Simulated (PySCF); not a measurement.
# Two-component Hartree-Fock for Mg (magnesium, neutral)

Start: [Ne] 3s1 3d1; 3s1/2 filled at m_j = +1/2; 3d5/2 filled at m_j = +5/2. Calculated with PySCF 2.14 in x2c-TZVPall-2c with one added diffuse shell each of s, p, d type (6s6p4d, 44 functions): generalised Hartree-Fock with the X2C-1e Hamiltonian and a Gaussian nucleus; one run each with spin-orbit coupling (SO) switched off, then screened by Boettger's factors. This is a chosen level, not necessarily the ground level.

```csv
spinor shell,electrons,"ε, spin-free (eV)","ε, screened SO (eV)",weight of nominal j (screened SO),"rms radius, screened SO (bohr)"
1s1/2,2,-1341.9,-1341.9,1.000,0.151
2s1/2,2,-108.05,-108.05,1.000,0.754
2p1/2,2,-67.337,-67.569,0.948,0.770
2p3/2,4,-67.337,-67.221,0.974,0.772
3s1/2,1,-11.254,-11.254,1.000,3.09
3d5/2,1,-1.562,-1.562,1.000,9.27
```

```csv
quantity,spin-free,screened SO
E (hartree),-199.72695,-199.72702
M_J,3,3
⟨J²⟩,12.000,12.000
⟨L²⟩,6.000,6.000
⟨S²⟩,2.000,2.000
```

Each row is a mean over spinors that exchange with the open shell spreads, by up to 0.452 eV (2s1/2).

Without spin-orbit coupling the j labels of p, d and f shells carry no meaning; the spin-free column gives the mean over the occupied spinors of each nl shell.
